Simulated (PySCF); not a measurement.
Atom-mapped SMILES (the numbers label the heavy atoms): `[O:1]=[C:2]([CH:3]=[C:4]([F:5])[F:6])[O:7][CH:8]1[CH2:9][CH2:10]1`. Hydrogens are named by the atom that carries them. Ha(C9), Ha(C10) are cis to O7 on the ring; Hb(C9), Hb(C10) are trans to O7 on the ring.

- GFN2-xTB structure
- PBE0/pcSseg-1 with gauge-including orbitals
- run in PySCF 2.14.0 with density-fitted response routines
- isolated molecule, a single conformation, non-relativistic, rapidly exchanging positions averaged

References, each an isolated molecule treated in the same way: ¹³C (σ = 186.93 ppm), ¹H (σ = 31.72 ppm) vs TMS; H2O for ¹⁷O (σ = 336.08 ppm); CFCl3 for ¹⁹F (σ = 170.95 ppm).

| atoms | nucleus | count | Hirshfeld charge | δ (ppm) |
| --- | --- | --- | --- | --- |
| H(C8) | ¹H | 1 | 0.05 | ? |
| F6 | ¹⁹F | 1 | -0.05 | ? |
| C2 | ¹³C | 1 | 0.20 | 167.5 |
| O7 | ¹⁷O | 1 | -0.09 | 214.5 |
| Ha(C9)/Ha(C10) | ¹H | 2 | 0.05 | 0.91 |
| C3 | ¹³C | 1 | -0.11 | 84.0 |
| C9/C10 | ¹³C | 2 | -0.09 | 7.6 |
| Hb(C9)/Hb(C10) | ¹H | 2 | 0.05 | 0.72 |
| C4 | ¹³C | 1 | 0.20 | ? |
| F5 | ¹⁹F | 1 | -0.06 | -66.9 |
| O1 | ¹⁷O | 1 | -0.26 | ? |
| H(C3) | ¹H | 1 | 0.07 | 4.96 |
| C8 | ¹³C | 1 | 0.03 | 49.5 |

Complete the table.

Answers


- C4: 176.1 ppm, β carbon of a C=C–C=O unit; conjugation with the carbonyl draws π density from the β position
- H(C8): 5.34 ppm, hydrogen on a three-membered-ring carbon; its carbon carries O, hence the downfield position
- O1: 430.9 ppm, ester carbonyl oxygen
- F6: -56.7 ppm, vinylic fluorine

Shifts are as computed. Against solution values, carbons near 30 ppm lie about +3 ppm off and those near 130 ppm about +5 ppm. Of 1211 compounds with measured shifts, 218 miss one by over three times the rms of a fit or turn the order of signals round; such compounds aren't used in these exercises. Unscaled 19F shifts against computed CFCl3 carry errors that often reach 10 to 50 ppm. Unscaled 17O shifts of doubly bonded oxygen tend to come out too high, by tens of ppm or more. Experimental scales use liquid or dissolved standards, which lie at an offset from isolated H2O (liquid H2O: subtract about 36 ppm).
